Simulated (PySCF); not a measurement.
Values are calculated unless marked as measured or tabulated.
**CH8O4PSi2**

CH8O4PSi2 is a small molecule (built as: Si site whose three back bonds go to SiH3, CH3, OP(=O)(OH)2), neutral, doublet. The structure, one conformer, was relaxed in the gas phase by PBE0-D3(BJ)/def2-SVP. No frequency run checks that it is a minimum.

SMILES: C[Si]([SiH3])OP(=O)(O)O

Coordinates in Å:
```
Si1    -0.744    0.476   -0.835
Si2    -1.007    1.380    1.320
C3     -0.129    1.699   -2.115
O4      0.434   -0.763   -0.818
P5      0.866   -1.917    0.177
O6      2.188   -2.529   -0.036
O7      0.694   -1.236    1.641
O8     -0.407   -2.891    0.090
H9     -1.740    0.439    2.214
H10     0.291    1.777    1.953
H11    -1.835    2.617    1.145
H12    -0.821    2.553   -2.184
H13     0.870    2.075   -1.839
H14    -0.058    1.226   -3.106
H15     1.559   -1.129    2.056
H16    -0.173   -3.789    0.358
```

EPR values by unrestricted B3LYP, IGLO-III on C O P Si, pcH-1 on H.

Q: Predict g and the largest hyperfine couplings. Where does the spin sit?

A: g = 2.0005, 2.0021, 2.0050. The spin sits on Si1 (85 %, bonded to 1 C + 1 O + 1 Si) by Mulliken populations.
```csv
atom,isotope,isotropic (MHz),"dipolar, principal values (MHz)"
Si1,29Si,-533.3,"-151.7, 74.9, 76.9"
Si2,29Si,-100.8,"-21.2, 9.1, 12.1"
H10,1H,59.4,"-2.6, -0.3, 2.9"
H13,1H,56.9,"-4.0, 0.3, 3.7"
C3,13C,29.9,"-4.9, -4.0, 8.8"
O4,17O,-19.5,"-19.0, 9.1, 9.9"
```

Q: How do the isotropic couplings move with BHandHLYP?

A: Si1 -533.3 to -570.6 MHz, Si2 -100.8 to -102.0 MHz, H10 59.4 to 58.0 MHz, H13 56.9 to 55.9 MHz.
